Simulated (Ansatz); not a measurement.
`C[S][Mg][F]` + NH₃ → `C[S][Mg][NH2]` + H–F at 600 K and 1 bar (ligand exchange at a Mg–F bond).

Isolated molecules relaxed with PBE0-D4/def2-TZVP in Ansatz; ΔE leaves out vibrations. CCSD(T)/CBS adds triple-zeta CCSD(T) − MP2 to the extrapolated MP2 energy (def2 sets, frozen cores). This one scheme is used for every species. For Mg outer-core shells are correlated without core-valence functions, which leaves a few kJ/mol of doubt a bond. Each species was taken in one conformer, which may not be the lowest.

| species | CCSD(T)/CBS energy (Eh) | H − E (kJ/mol) | S (J/(mol·K)) |
| --- | --- | --- | --- |
| `C[S][Mg][F]` | -737.42523 | 155.5 | 404.0 |
| NH₃ | -56.50880 | 112.4 | 219.5 |
| `C[S][Mg][NH2]` | -693.49300 | 224.3 | 446.3 |
| H–F | -100.39570 | 42.3 | 194.0 |

H − E and S are ideal-gas, rigid-rotor, harmonic terms from PBE0-D4/def2-TZVP, for one conformer and one mirror image of each species. 1 Eh = 2625.50 kJ/mol, R = 8.31446 J/(mol·K).

**Question.** By hand: ΔE, ΔH, ΔS and ΔG.

**Answer.** ΔE = (-693.49300) + (-100.39570) − (-737.42523) − (-56.50880) = 0.04533 Eh = 119.0 kJ/mol. Δ(H − E) = 224.3 + 42.3 − 155.5 − 112.4 = -1.3, so ΔH = 117.7 kJ/mol. ΔS = 446.3 + 194.0 − 404.0 − 219.5 = 16.8 J/(mol·K). ΔG = 117.7 − 600 × (16.8)/1000 = 107.6 kJ/mol.

**Question.** By hand: the equilibrium constant, and the temperature at which ΔG would vanish if ΔH and ΔS stayed fixed.

**Answer.** log₁₀ K = −ΔG/(RT ln 10) = -9.4. ΔG = 0 at ΔH/ΔS = 7006 K, far beyond where these terms or the molecules hold.

ΔH outweighs TΔS. A doubt of 5 kJ/mol in ΔE shifts log₁₀ K by 0.4 here. Other conformers and mirror images would add mixing entropy, several J/(mol·K) or more a flexible species. These are equilibria of isolated gas molecules and say nothing of rates. Largest T1 diagnostic: 0.011 (customary marks: 0.02 for closed shells, 0.045 for open ones).
